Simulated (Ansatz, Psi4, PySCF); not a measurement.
Na (SMILES [Na-]), charge -1, singlet (in this run its highest filled SCF level lies above zero, so its values depend strongly on the basis, on diffuse functions most of all). Base run: BLYP/6-311G** (PySCF).

PySCF was given this input:
```python
from pyscf import gto, scf, dft

mol = gto.M(
    atom='''
Na    0.000000    0.000000    0.000000
''',
    basis='6-311g**',
    charge=-1,
    spin=0,
    verbose=3,
)

mf = dft.RKS(mol)
mf.xc = 'blyp'
mf.kernel()
```

The same geometry, method and basis name were run in Ansatz (a first-principles code) and Psi4 and PySCF, at each program's defaults and at the settings that a row names. The base is PySCF at its defaults. Differences at the defaults can come from grids, fitting, cores and function types together.

```json
[
 {"code and settings": "PySCF, defaults (exact integrals, its default grid, spherical functions)", "ΔE vs base (µEh)": "0.0", "basis functions": "26", "E (Eh)": "-162.28696", "SCF cycles": "7"},
 {"code and settings": "Psi4, defaults (density fitting with its default set, its default grid, spherical functions)", "ΔE vs base (µEh)": "-17.5", "basis functions": "26", "E (Eh)": "-162.28697", "SCF cycles": "10"},
 {"code and settings": "Ansatz, defaults (factorised integrals, its default grid, Cartesian functions)", "ΔE vs base (µEh)": "-1062", "basis functions": "27", "E (Eh)": "-162.28802", "SCF cycles": "-"},
 {"code and settings": "PySCF, density fitting with def2-universal-jkfit", "ΔE vs base (µEh)": "-16.1", "basis functions": "26", "E (Eh)": "-162.28697", "SCF cycles": "7"},
 {"code and settings": "PySCF, fine grid", "ΔE vs base (µEh)": "0.0", "basis functions": "26", "E (Eh)": "-162.28696", "SCF cycles": "7"},
 {"code and settings": "Psi4, exact integrals, spherical functions, fine grid", "ΔE vs base (µEh)": "-0.1", "basis functions": "26", "E (Eh)": "-162.28696", "SCF cycles": "12"},
 {"code and settings": "Ansatz, high accuracy, Cartesian functions as the basis file defines them", "ΔE vs base (µEh)": "-1061", "basis functions": "27", "E (Eh)": "-162.28802", "SCF cycles": "-"}
]
```
